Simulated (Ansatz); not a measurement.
Complex (SMILES): F (HF) with Cl (HCl), atoms 1 to 2 the first; geometry from B3LYP-D3(BJ)/def2-TZVP, monomers rigid:
```xyz
4

F     -0.1993     0.2587    -0.2561
H     -0.6953    -0.4360     0.1164
Cl    -1.4096    -2.1732     1.4289
H     -0.3348    -2.0986     2.1286
```

Basis-set convergence of the uncorrected interaction energy at MP2 with Ansatz (a first-principles code). All functions are spherical. Cores are frozen. No added dispersion term, no relativity. Functions are those of the species that has most. Reference: the counterpoise-corrected one, Hartree-Fock in aug-cc-pV(5+d)Z plus the correlation part extrapolated as X^-3 from aug-cc-pV(Q+d)Z and aug-cc-pV(5+d)Z, -3.06 kcal/mol, itself unsure by roughly 0.02 kcal/mol (a third of the extrapolation step and of the last Hartree-Fock step, counterpoise-corrected). Deviations are taken from unrounded values.

```csv
basis,functions
cc-pV(D+d)Z,47
def2-SVPD,66
aug-pcseg-1,68
cc-pV(T+d)Z,97
def2-TZVPD,104
def2-TZVPPD,125
aug-pcseg-2,142
cc-pV(Q+d)Z,179
def2-QZVPPD,211
aug-pcseg-3,272
cc-pV(5+d)Z,301
```

Which is the smallest set listed that can be trusted to 0.1 kcal/mol here, that is, within that of the reference together with its larger relatives (same family, alike in diffuse functions; a set with none to test it counts only in the reference's own line)?

The smallest set listed that lies within 0.1 kcal/mol of the reference with all its larger relatives (same family, alike in diffuse functions; a set with none counts only in the reference's own line) is cc-pV(T+d)Z (97 functions, -0.06 kcal/mol off). Value minus reference: cc-pV(D+d)Z 0.24, def2-SVPD -0.59, aug-pcseg-1 -0.69, cc-pV(T+d)Z -0.06, def2-TZVPD 0.20, def2-TZVPPD 0.00, aug-pcseg-2 -0.41, cc-pV(Q+d)Z -0.03, def2-QZVPPD 0.01, aug-pcseg-3 -0.26, cc-pV(5+d)Z -0.05 kcal/mol.
